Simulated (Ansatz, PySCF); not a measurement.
Sn(Cl)(NMe2) (C₂H₆ClNSn), SMILES C[N](C)[Sn][Cl] (connectivity only; charge and spin as stated), neutral, multiplicity 1. Atoms are numbered in the order given.

```xyz
11

Sn    -0.0827     0.2716     0.7355
Cl     0.7933     1.7745    -0.9688
N     -0.3252    -1.3591    -0.5056
C     -0.8496    -2.5894     0.0487
C     -0.0275    -1.4417    -1.9188
H     -1.7925    -2.8959    -0.4473
H     -0.1367    -3.4305    -0.0672
H     -1.0623    -2.4818     1.1266
H      0.7242    -2.2300    -2.1259
H     -0.9327    -1.6966    -2.5060
H      0.3651    -0.4836    -2.2854
```

Coordinates come from a B3LYP-D3(BJ)/def2-SVP optimisation. The def2 effective core potentials stand for the cores of Sn; spin–orbit coupling is left out. Other conformers were not sampled.

Two levels are set side by side: PBE-D3(BJ)/def2-SVP (Ansatz, a first-principles code) and B3LYP-D3(BJ)/def2-SVP (Ansatz). Each level has its own optimised geometry; the coordinates shown are those of the second. Frequencies come from the Hessian of PySCF at each geometry. Differences are taken from unrounded values.

| quantity | B3LYP-D3(BJ) |
|---|---|
| mean bond length (Å) | 1.403 |
| bond Sn1–Cl2 (Å) | 2.435 |
| bond Sn1–N3 (Å) | 2.064 |
| bond N3–C4 (Å) | 1.448 |
| bond N3–C5 (Å) | 1.447 |
| bond C4–H6 (Å) | 1.109 |
| bond C4–H7 (Å) | 1.109 |
| bond C4–H8 (Å) | 1.104 |
| bond C5–H9 (Å) | 1.109 |
| bond C5–H10 (Å) | 1.109 |
| bond C5–H11 (Å) | 1.098 |
| highest harmonic wavenumber (cm⁻¹) | 3135 |
| mean harmonic wavenumber (cm⁻¹) | 1336 |
| zero-point energy (kcal/mol) | 51.58 |

Q: What does PBE-D3(BJ) give, and how far is it from B3LYP-D3(BJ)? (The exact figures need the calculation; the answer reports its results.)

A: 
```tsv
quantity	PBE-D3(BJ)	PBE-D3(BJ) minus B3LYP-D3(BJ)
mean bond length (Å)	1.410	0.007
bond Sn1–Cl2 (Å)	2.437	0.002
bond Sn1–N3 (Å)	2.080	0.016
bond N3–C4 (Å)	1.448	0.000
bond N3–C5 (Å)	1.446	0.000
bond C4–H6 (Å)	1.117	0.008
bond C4–H7 (Å)	1.117	0.008
bond C4–H8 (Å)	1.112	0.008
bond C5–H9 (Å)	1.117	0.008
bond C5–H10 (Å)	1.117	0.008
bond C5–H11 (Å)	1.108	0.009
highest harmonic wavenumber (cm⁻¹)	3060	-75
mean harmonic wavenumber (cm⁻¹)	1300	-37
zero-point energy (kcal/mol)	50.16	-1.41
```

GGA bonds tend to be longer and softer than those of functionals with exact exchange. Differences between two approximate levels are no errors against the true value.
